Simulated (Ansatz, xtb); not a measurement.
C3H13PSi2: 9 structures ranked

9 gas-phase structures of C3H13PSi2, from a drawn sample of its isomers (lower ones may exist). Each was relaxed with GFN2-xTB; where two conformers were screened, the lower at r2SCAN-D4/def2-SVP is listed:

A. `CC(C)[SiH2][SiH2]P`, a singlet
B. `CC(C)[Si@H]([SiH3])P`, a singlet
C. `C[Si](C)(C)P[SiH3]`, a singlet
D. `CC(C)[SiH2]P[SiH3]`, a singlet
E. `C[SiH2]CC[SiH2]P`, a singlet
F. `CCC[SiH2]P[SiH3]`, a singlet
G. `CCC[Si@H]([SiH3])P`, a singlet
H. `CC[Si@H](P)C[SiH3]`, a singlet
I. `CCC[SiH2][SiH2]P`, a singlet

Question: Estimate their order in r2SCAN-D4/def2-SVP energy at these geometries, lowest first.

Answer: Calculated order at r2SCAN-D4/def2-SVP: C (0.0), H (18.7), F (21.2), D (22.1), E (22.5), B (26.9), G (27.3), I (27.4), A (28.3) kcal/mol. Less than 1 kcal/mol parts F and D; D and E; B and G; G and I; I and A, so the order within those pairs means little.

Energies above the lowest of each column, in kcal/mol; the last columns are at PBE-D3(BJ)/def2-SVP geometries and were run for some of them only (a dash: not run or not comparable):

| structure | GFN2-xTB | HF/STO-3G | r2SCAN-D4/def2-SVP | PBE-D3(BJ)/def2-SVP | CCSD(T)/def2-SVP + ΔMP2/def2-TZVPP |
| --- | --- | --- | --- | --- | --- |
| C | 11.3 | 0.0 | 0.0 | 0.0 | 0.0 |
| H | 14.9 | 18.1 | 18.7 | 18.2 | 18.2 |
| F | 0.0 | 21.3 | 21.2 | 19.6 | 22.2 |
| D | 0.1 | 23.5 | 22.1 | – | – |
| E | 15.0 | 18.5 | 22.5 | – | – |
| B | 13.8 | 25.2 | 26.9 | – | – |
| G | 15.0 | 24.2 | 27.3 | – | – |
| I | 14.5 | 22.9 | 27.4 | – | – |
| A | 13.7 | 24.9 | 28.3 | – | – |

CCSD(T)/def2-SVP + ΔMP2/def2-TZVPP puts C lowest of those it was run on; GFN2-xTB picks F. Flexible structures stand in one conformer each, not always the lowest. Frequencies (GFN2-xTB) were run for C, F, H alone. The ΔMP2 step shifts differences by up to 5.2 kcal/mol, which makes them less sure. ΔMP2 is the change of the MP2 energy from the smaller to the larger basis.

Over these structures GFN2-xTB departs from r2SCAN-D4/def2-SVP by 7.1 kcal/mol on average once a common shift is removed. A GFN2-xTB relaxation took about 0.2 s and the r2SCAN-D4/def2-SVP energy about 2.7 s on a shared host (Ansatz 0.2.0, xtb 6.7.1).
